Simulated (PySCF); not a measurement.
C3H9NSi. Atoms are numbered in the order given.

```xyz
14

N      2.2975     0.3104     0.1664
Si     0.8429    -0.2652    -0.5893
C     -0.7665     0.5146    -0.0320
C     -1.4843    -0.0088     1.2001
C     -2.0642    -0.2643    -0.1580
H      2.7402     1.1540    -0.1845
H      2.4097     0.2431     1.1738
H      0.6973    -1.7256    -0.2998
H      1.0296    -0.0392    -2.0532
H     -0.8572     1.5956    -0.1961
H     -1.0442    -0.8550     1.7391
H     -1.9832     0.7169     1.8490
H     -2.9635     0.2851    -0.4508
H     -2.0211    -1.2847    -0.5535
```

The structure is a stationary point at B3LYP-D3(BJ)/def2-SVP. One conformer was computed; it need not be the lowest.

Calculation: PBE/pcSseg-1 run with PySCF.

GIAO shieldings, no solvent; atoms listed in one row are averaged. δ = σ(ref) − σ: ¹⁵N against NH3 (σ = 267.0 ppm); ²⁹Si against TMS (σ = 335.4 ppm); ¹³C against TMS (σ = 182.0 ppm); ¹H against TMS (σ = 31.49 ppm), references at their B3LYP-D3(BJ)/def2-TZVP geometries, non-relativistic.

| nucleus | atoms | count | δ (ppm) |
|---|---|---|---|
| ¹⁵N | N1 | 1 | 18.7 |
| ²⁹Si | Si2 | 1 | -18.6 |
| ¹³C | C4 | 1 | 7.3 |
| ¹³C | C5 | 1 | 4.0 |
| ¹³C | C3 | 1 | 3.9 |
| ¹H | H9 | 1 | 5.24 |
| ¹H | H8 | 1 | 4.14 |
| ¹H | H12 | 1 | 0.92 |
| ¹H | H13 | 1 | 0.80 |
| ¹H | H6 | 1 | 0.65 |
| ¹H | H11 | 1 | 0.52 |
| ¹H | H14 | 1 | 0.46 |
| ¹H | H7 | 1 | 0.43 |
| ¹H | H10 | 1 | -0.09 |
